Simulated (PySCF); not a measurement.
## [Zn(H)2] (charge 0, multiplicity 1)

Computed with PBE-D3(BJ)/def2-TZVP // BP86-D3(BJ)/def2-SVP run with PySCF.

```json
{
  "HOMO": "-6.85 eV",
  "dipole_moment": "0.000 e·Å",
  "HOMO–LUMO gap": "5.46 eV",
  "LUMO": "-1.40 eV",
  "charge on the central atom (Mulliken)": "0.06 e",
  "charge on the central atom (meta-Löwdin)": "0.83 e",
  "total_energy": "-1780.2891 Ha",
  "cost": "around 4 core-seconds (rough)"
}
```

```xyz
3

Zn     0.0000     0.0000     0.0000
H      1.5379     0.0625     0.1757
H     -1.5379    -0.0625    -0.1757
```
Charge 0, spin multiplicity 1.
